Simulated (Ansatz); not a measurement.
Molecule: fluoro selenohypofluorite, SeF₂, charge 0, multiplicity 1. SMILES: F[Se]F
Geometry: optimised at B3LYP-D3(BJ)/def2-TZVP (Ansatz, a program for electronic structure).

Wanted: atomisation energy, in kcal/mol. Terms: dispersion terms only where a functional's name holds one; atomisation electronic, to ground-state atoms; 6-31G* and kin with 6d, 5d where marked; UHF or UKS for open shells; no spin-orbit coupling; non-relativistic. Ab initio and DFT rows: single points at B3LYP-D3(BJ) geometries (Ansatz).

```tsv
species	coefficient	E at B3LYP/6-31G* (Ansatz), Eh	E at wB97M-V/def2-TZVPD (Ansatz), Eh
F[Se]F	-1	-2600.92137	-2601.11837
F atom	+2	-99.71553	-99.74647
Se atom	+1	-2401.23478	-2401.35853
```

 1 Eh = 627.5095 kcal/mol.

### Question
Compute it at each level from the table.

### Answer

- B3LYP/6-31G*: the sum of coefficient times E is 0.25553 Eh, or 160.35 kcal/mol. Result: 160.3 kcal/mol.
- wB97M-V/def2-TZVPD: the sum of coefficient times E is 0.26690 Eh, or 167.48 kcal/mol. Result: 167.5 kcal/mol.
